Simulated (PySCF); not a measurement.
# NMR problem set

PySCF 2.14.0 with density-fitted response routines calculation with PBE0/pcSseg-1 with gauge-including orbitals and GFN2-xTB structure; single conformer, non-relativistic Hamiltonian, in vacuum, averaged over atoms made equivalent by symmetry, fast rotation or ring inversion.

δ = σ(ref) − σ, references computed at the same level: TMS for ¹H, ¹³C. Splittings of carbon signals by F and P are missing where no couplings were computed. Where no couplings were computed, multiplicities follow the n + 1 count of equivalent neighbours, and m marks all less simple cases (inequivalent or close neighbours, rings, F or P nearby). Shifts are as computed. Against solution values, carbons near 30 ppm lie about +3 ppm off and those near 130 ppm about +5 ppm. Of 1309 compounds with measured shifts, 239 miss one by over three times the rms of a fit or turn the order of signals round; such compounds aren't used in these exercises.

(1) C7H11FSi2. ¹H NMR (600 MHz, computed): δ 5.58 (m, 1H), 4.86 (m, 1H), 4.78 (m, 1H), 4.38 (m, 1H), 4.21 (m, 1H), 2.10 (s, 3H), 0.56 (m, 3H). ¹³C{¹H} NMR (computed): δ 113.6 (C), 110.8 (C), 99.4 (C), 80.3 (C), 80.1 (CH), 6.1 (CH3), -10.7 (CH3). Give a structure.

(2) C5H8FNSi2. ¹H NMR (500 MHz, computed): δ 7.41 (m, 1H), 7.34 (m, 1H), 5.55 (m, 1H), 4.85 (m, 1H), 4.75 (m, 1H), 4.46 (m, 1H), 4.37 (m, 1H), 2.86 (m, 1H). ¹³C{¹H} NMR (computed): δ 152.7 (CH), 151.0 (CH), 122.7 (C), 86.6 (CH), 16.1 (CH). What is it?

Results:

(1) `InChI=1S/C7H11FSi2/c1-3-5-10-6-4-7(8)9-2/h7H,9-10H2,1-2H3/t7-/m0/s1`. The formula gives 4 degrees of unsaturation (no ring in the answer). 7 carbon signals for 7 carbons: no two carbons are equivalent. Carbon types of the structure: 4 × C, 1 × CH, 2 × CH3, leaving 4 H on heteroatoms. δC 113.6, 110.8, 99.4, 80.3: alkyne carbon. δC 80.1: propargylic sp3 CH bonded to F and Si; pulled downfield by the heteroatom. δC 6.1: propargylic methyl carbon; a saturated carbon with 1 carbon neighbour and no heteroatom attached. δH 5.58: hydrogen on a propargylic sp3 CH bonded to F and Si; its carbon carries F, hence the downfield position.

The shifts were computed for this structure.

(2) SMILES N#C[C@@H]1[SiH2]C=C[SiH2][C@H]1F. Rings plus π bonds: 4 (1 ring in the answer). 5 carbon signals for 5 carbons: no two carbons are equivalent. Carbon types of the structure: 1 × C, 4 × CH, leaving 4 H on heteroatoms. δC 152.7, 151.0: alkene CH; as expected for a trigonal carbon in a double bond. δC 122.7: nitrile carbon; this is the usual window of a C≡N carbon, which has no attached hydrogen. δC 86.6: sp3 CH bonded to F and Si; the inductive effect lowers its shielding. δH 5.55: hydrogen on an sp3 CH bonded to F and Si; its carbon carries F, an electronegative neighbour.

The shifts were computed for this structure.
